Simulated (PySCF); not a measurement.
Gas-phase equilibrium of 1 mol NaCl, 2.9 mol H₂O at 2000 K and 1.00 bar, among 21 species (ClO, O₂, HCl, O, HO₂, H₂O, H, HOCl, Na, H₂O₂, O₃, Na₂, H₂, Na₂(OH)₂, NaCl, NaOH, Cl, Cl₂, Na₂O, Na₂Cl₂, OH). Only gases are allowed; each row takes one source of thermochemistry for all species, and Cantera finds the minimum.

Computed with PySCF and rigid-rotor harmonic-oscillator thermochemistry at 1 bar. 'Table' is the NASA 1993 thermochemical table (part measured, part estimated). After a fit of one offset per element over all species, the range-separated, M06-2X, PBE0/def2-QZVP and CCSD(T)/def2-TZVPP enthalpies, where run, lie to one side of the table for NaOH (+16 kJ/mol): a fault of the table's entry, another state or a shared error of the levels is possible; this was not checked at source. S°(298 K) at PBE0/def2-TZVP differs from the NASA 1993 table for NaOH (+8 J/mol/K); whether the harmonic model or the table's entry is off was not settled. † marks an energy on the PBE0/def2-TZVP geometry and frequencies; other levels use their own. Open shells (unrestricted) among the columns below: O₂ (multiplicity 3), Na (multiplicity 2); the rest are closed-shell singlets. The harmonic model lacks anharmonicity and excited electronic states, which grow with temperature; levels with a mode under 35 cm⁻¹ are left out. Soft modes under 120 cm⁻¹ make the harmonic entropy rough for Na₂Cl₂. The table's entry may be an old estimate for NaOH, Na₂Cl₂ (not checked at source).

Molecules larger than those listed are left out. Table species left out: NaH, NaO.

Mole fractions:

```
thermochemistry     x H₂O  x NaCl  x HCl    x H₂  x Na₂Cl₂  x NaOH    x O₂    x Na
------------------  -----  ------  -----  ------  --------  ------  ------  ------
table                0.73    0.24  0.011  0.0044    0.0028  0.0094  0.0023  0.0022
PBE0/def2-SVP†       0.71    0.21  0.016   0.017     0.015  0.0053   0.011   0.010
PBE0/def2-TZVP       0.71    0.23  0.016   0.010    0.0036  0.0080  0.0065  0.0087
r2SCAN/def2-TZVP†    0.70    0.23  0.015   0.018    0.0046   0.011  0.0092  0.0045
LDA/def2-TZVP†       0.72    0.22  0.020  0.0041    0.0067   0.015  0.0034  0.0052
ωB97M-V/def2-TZVP†   0.72    0.23  0.015  0.0088    0.0046   0.012  0.0045  0.0031
```
The most sensitive of these is Na₂Cl₂: it spans a factor of 10^0.7 over these rows; at this temperature one factor of ten is RT ln 10 = 38 kJ/mol.
